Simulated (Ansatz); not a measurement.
Results of the Gaussian-basis code of Ansatz.

A structure relaxed at PBE0-D4/def2-TZVP, charge 0, multiplicity 1:

Cartesian coordinates in Å:
```
O -0.357 -0.997 1.858
Si 0.715 -0.996 0.611
O 0.111 -0.325 -0.743
Ge -0.467 1.310 -1.139
H -1.108 -1.589 1.800
H 1.863 -0.211 1.123
H 1.097 -2.383 0.248
H -1.974 1.362 -0.844
H -0.182 1.503 -2.633
H 0.303 2.326 -0.279
```

Give its formula and SMILES.

GeH6O2Si, `O[SiH2][O][GeH3]`.

Summarise the bond lengths by kind.

2 × O–Si 1.628 to 1.644 Å; 1 × H–O 0.958 Å; 2 × H–Si 1.482 to 1.484 Å; 1 × Ge–O 1.779 Å; 3 × Ge–H 1.533 to 1.538 Å.
